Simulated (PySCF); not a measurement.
Z-matrix (Å, degrees):
```
C
O 1 1.2152
N 1 1.3469 2 126.64
H 3 1.0054 1 120.10 2 0.00
H 3 1.0069 4 120.52 1 -180.00
C 1 1.5327 2 119.79 3 -179.99
O 6 1.2017 1 123.35 2 -179.99
H 6 1.1043 7 123.54 5 -179.97
```
Charge 0, multiplicity 1.

**Question.** What is the computed total energy, HOMO–LUMO gap and HOMO (PBE-D3(BJ)/def2-TZVP // B3LYP-D3(BJ)/def2-TZVP (PySCF))?

**Answer.** 
```
Quantity             Result
-------------  ------------
total energy   -283.0307 Ha
HOMO–LUMO gap       2.56 eV
HOMO               -5.95 eV
```
